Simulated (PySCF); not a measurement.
Gas-phase reaction: SnBr4 + 2 SnF3 → 3 SnF2 + 2 Br2, at 600 K and a standard pressure of 1 bar. Level: M06-2X/def2-TZVP†.

Method: PySCF energies plus ideal-gas RRHO corrections (1 bar). † marks an energy on the PBE0/def2-TZVP geometry and frequencies. Open shells (unrestricted): SnF3 (multiplicity 2); the rest are closed-shell singlets. Sn: scalar-relativistic def2 core potential, no spin-orbit coupling. Br: all electrons, no relativistic terms. SnF3: computed as isolated molecules; such fragments, hydroxides, amides, oligomers or adducts are transient or little studied in the gas. The harmonic model lacks anharmonicity and excited electronic states, which grow with temperature; levels with a mode under 35 cm⁻¹ are left out. Soft modes under 120 cm⁻¹ make the harmonic entropy rough for SnBr4.

| species | E (Ha) | H(600 K) − E (kJ/mol) | S°(600 K) (J/mol/K) |
|---|---|---|---|
| SnBr4 | -10511.21933 | 65.6 | 488.3 |
| SnF3 | -513.87721 | 52.8 | 368.1 |
| SnF2 | -414.03617 | 36.7 | 319.0 |
| Br2 | -5148.37540 | 22.7 | 270.6 |
E: electronic energy; H − E holds the zero-point and thermal terms. 1 Ha = 2625.5 kJ/mol.

**Question.** Work out ΔH°, ΔS°, ΔG° and log10 K from these numbers.

**Answer.** 1. ΔE = 3×(-414.03617) + 2×(-5148.37540) − 1×(-10511.21933) − 2×(-513.87721) = 0.11444 Ha = 300.5 kJ.
2. Δ(H − E) = 3×(36.7) + 2×(22.7) − 1×(65.6) − 2×(52.8) = -15.7 kJ, so ΔH° = 284.8 kJ.
3. ΔS° = 3×(319.0) + 2×(270.6) − 1×(488.3) − 2×(368.1) = 273.7 J/K; the number of gas molecules changes by +2.
4. ΔG° = ΔH° − TΔS° = 284.8 − 600×(273.7)/1000 = 120.6 kJ.
5. log10 K = −ΔG°/(RT ln 10) = -10.50, with RT ln 10 = 11.49 kJ/mol; at standard pressures the reactants are favoured.
6. A shift of 10 kJ in ΔE would move log10 K by 0.87 here.
For scale, ΔH°(298 K) is 292 kJ at this level, 218 kJ at ωB97M-V/def2-TZVP†, and runs from 95 to 329 kJ over the 16 levels computed.
